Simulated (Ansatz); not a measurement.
`C[Si](C)(C)C#C/C=C/c1ccc(/C=C/c2ccc(/C=C/c3ccc(/C=C/c4ccc(C#C[Si](C)(C)C)cc4)cc3)cc2)cc1`. The state is a singlet with charge 0. Geometry PBE-D4/def2-SVP.

```xyz
86

C   -15.225    0.774   -9.345
Si  -13.972   -0.437  -10.081
C   -13.713   -0.079  -11.919
C   -14.556   -2.218   -9.829
C   -12.364   -0.215   -9.204
C   -11.297   -0.060   -8.592
C   -10.073    0.138   -7.918
C    -9.713   -0.520   -6.772
C    -8.474   -0.358   -6.025
C    -7.443    0.542   -6.398
C    -6.280    0.653   -5.641
C    -6.072   -0.121   -4.468
C    -4.835    0.044   -3.717
C    -4.487   -0.595   -2.562
C    -3.253   -0.432   -1.808
C    -2.193    0.425   -2.203
C    -1.037    0.537   -1.437
C    -0.861   -0.194   -0.231
C     0.373   -0.033    0.525
C     0.700   -0.651    1.699
C     1.935   -0.500    2.453
C     3.007    0.343    2.050
C     4.171    0.447    2.802
C     4.342   -0.284    4.010
C     5.544   -0.220    4.829
C     6.666    0.518    4.585
C     7.873    0.567    5.400
C     8.037   -0.169    6.604
C     9.216   -0.101    7.340
C    10.300    0.713    6.909
C    11.510    0.770    7.656
C    12.568    0.806    8.296
Si   14.157    0.838    9.236
C    15.138    2.364    8.705
C    13.765    0.912   11.084
C    15.119   -0.739    8.831
C    10.142    1.458    5.713
C     8.957    1.381    4.982
C     3.271   -1.121    4.415
C     2.104   -1.225    3.660
C    -1.921   -1.052    0.164
C    -3.077   -1.165   -0.603
C    -7.104   -1.023   -4.097
C    -8.267   -1.135   -4.854
H   -15.368    0.587   -8.261
H   -14.884    1.822   -9.468
H   -16.211    0.670   -9.846
H   -13.347    0.956  -12.074
H   -12.968   -0.774  -12.357
H   -14.664   -0.196  -12.479
H   -15.528   -2.387  -10.337
H   -14.687   -2.443   -8.751
H   -13.821   -2.939  -10.241
H    -9.382    0.876   -8.365
H   -10.430   -1.250   -6.359
H    -7.557    1.166   -7.297
H    -5.494    1.361   -5.953
H    -4.127    0.772   -4.150
H    -5.199   -1.317   -2.127
H    -2.278    1.009   -3.131
H    -0.230    1.211   -1.769
H     1.099    0.667    0.077
H    -0.030   -1.347    2.147
H     2.921    0.927    1.121
H     4.975    1.110    2.449
H     5.517   -0.853    5.732
H     6.696    1.150    3.681
H     7.222   -0.812    6.967
H     9.324   -0.681    8.268
H    14.574    3.294    8.921
H    16.107    2.415    9.244
H    15.351    2.339    7.616
H    13.167    0.032   11.398
H    14.699    0.925   11.682
H    13.185    1.824   11.331
H    16.085   -0.760    9.377
H    15.334   -0.804    7.745
H    14.541   -1.640    9.119
H    10.969    2.094    5.367
H     8.854    1.965    4.053
H     3.372   -1.700    5.346
H     1.290   -1.885    4.001
H    -1.834   -1.640    1.090
H    -3.882   -1.840   -0.273
H    -6.989   -1.648   -3.199
H    -9.052   -1.843   -4.542
```

Single mean-field runs in def2-SVP are fitted with def2-universal-jkfit.

Question: Estimate the orbital energies around the gap (eV) in Ansatz with PBE-D4/def2-SVP, r2SCAN-D4/def2-SVP, PBE0-D4/def2-SVP.

Answer: 
```tsv
orbital	PBE-D4/def2-SVP	r2SCAN-D4/def2-SVP	PBE0-D4/def2-SVP
HOMO−5	-6.29	-6.59	-7.52
HOMO−4	-6.22	-6.52	-7.46
HOMO−3	-6.07	-6.32	-7.09
HOMO−2	-5.59	-5.80	-6.51
HOMO−1	-5.12	-5.30	-5.94
HOMO	-4.71	-4.87	-5.44
LUMO	-3.09	-3.12	-2.53
LUMO+1	-2.66	-2.65	-2.03
LUMO+2	-2.08	-2.04	-1.35
LUMO+3	-1.43	-1.35	-0.59
LUMO+4	-1.29	-1.20	-0.40
LUMO+5	-1.24	-1.14	-0.34
```
